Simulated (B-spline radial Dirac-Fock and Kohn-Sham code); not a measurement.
Te⁶⁺: K-LL lines in intermediate coupling

System: the Te⁶⁺ ion, configuration 1s2 2s2 2p6 3s2 3p6 3d10 4s2 4p6 4d10.

These are calculated numbers from a radial finite-basis atomic code; the model is Dirac-Fock (average of configuration) total-energy differences with a finite nucleus, the Breit interaction including its frequency dependence, and self-energy and vacuum-polarisation corrections. The two-hole levels come from diagonalising the Coulomb interaction among the jj configurations; intensities are independent-particle Coulomb rates. Kinetic energies are from the vacuum level. Correlation and solid-state effects are left out. The rates lack the Breit term, which in heavy atoms raises K-L1L1 and K-L1L2. Labels follow the leading weight; the literature often keeps the label of the LS limit.

```
kinetic energy (eV)  J  leading jj holes (weight)  leading LS term (weight)
            21685.7  0                L1L1 (0.99)                ¹S0 (0.99)
            22019.9  1                L1L2 (0.98)                ³P1 (0.52)
            22052.9  0                L1L2 (1.00)                ³P0 (1.00)
            22278.8  1                L1L3 (0.98)                ¹P1 (0.52)
            22323.2  0                L2L2 (0.99)                ³P0 (0.61)
            22327.9  2                L1L3 (1.00)                ³P2 (1.00)
            22603.8  2                L2L3 (1.00)                ¹D2 (0.71)
            22622.2  1                L2L3 (1.00)                ³P1 (1.00)
            22857.3  0                L3L3 (0.99)                ¹S0 (0.61)
            22889.2  2                L3L3 (1.00)                ³P2 (0.71)
```

The intensity is shared as follows: 22603.8 eV 42.6 %, 22889.2 eV 15.0 %, 22019.9 eV 13.8 %, 22278.8 eV 10.8 %, 21685.7 eV 8.4 %, 22327.9 eV 2.8 %, 22857.3 eV 2.8 %, 22323.2 eV 2.7 %, 22052.9 eV 1.1 %, 22622.2 eV 0.0 %.

The strongest line, by its leading LS label ¹D2, lies at 22603.8 eV. The mean weight of the leading component is 0.99 in jj and 0.77 in LS coupling, so jj labels describe these levels better.
